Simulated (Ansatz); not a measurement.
Consider the redistribution: `[SiH3][O][Al]([Cl])[O][SiH3]` + `CN[SiH2]CN` → `[NH2][Al]([O][SiH3])[O][SiH3]` + `CN[SiH2]CCl`.

Program: Ansatz. Geometries: PBE0-D4/def2-TZVP. ΔE: electronic, gas phase. CCSD(T)/CBS adds triple-zeta CCSD(T) − MP2 to the extrapolated MP2 energy (def2 sets, frozen cores). DFT in def2-TZVPP. One conformer a species, not always the lowest.

```csv
level,ΔE (kJ/mol)
B2PLYP,41.9
PBE,41.4
PBE0,45.8
MP2/CBS(def2),41.6
```

What does CCSD(T)/CBS give? (Best estimate.)

Computed: +42.2 kJ/mol. The listed levels differ from it by -0.3, -0.8, 3.6, -0.6 kJ/mol.

Largest T1 diagnostic among the species: 0.011.

In def2-TZVPP, CCSD(T) changes the Hartree–Fock value by −7.3 kJ/mol (the triples alone add −1.4 kJ/mol) and MP2 by −8.0 kJ/mol. From PBE to PBE0 (25 % exact exchange), in def2-TZVPP and without D4, ΔE moves by +4.3 kJ/mol.

CCSD(T)/CBS has its own doubt, a few kJ/mol and more with outer-core shells, so smaller differences from it don't rank the levels.
